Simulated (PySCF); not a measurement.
GeH3Cl, SMILES [Cl][GeH3].

Geometry: PBE0-D3(BJ)/def2-TZVP.

Calculation: PBE0/def2-TZVPD run with PySCF.

Symmetry labels are those of the subgroup Cs that the program uses (full group C3v).

Computed valence orbital energies around the gap with their symmetry:
| orbital | symmetry | energy (eV) |
|---|---|---|
| HOMO−7 | A" | -34.39 |
| HOMO−6 | A' | -22.74 |
| HOMO−5 | A' | -15.89 |
| HOMO−4 | A" | -10.68 |
| HOMO−3 | A' | -10.68 |
| HOMO−2 | A' | -10.67 |
| HOMO−1 | A" | -8.81 |
| HOMO | A' | -8.81 |
| LUMO | A' | -0.57 |
| LUMO+1 | A' | 0.06 |
| LUMO+2 | A' | 0.97 |
| LUMO+3 | A" | 0.97 |
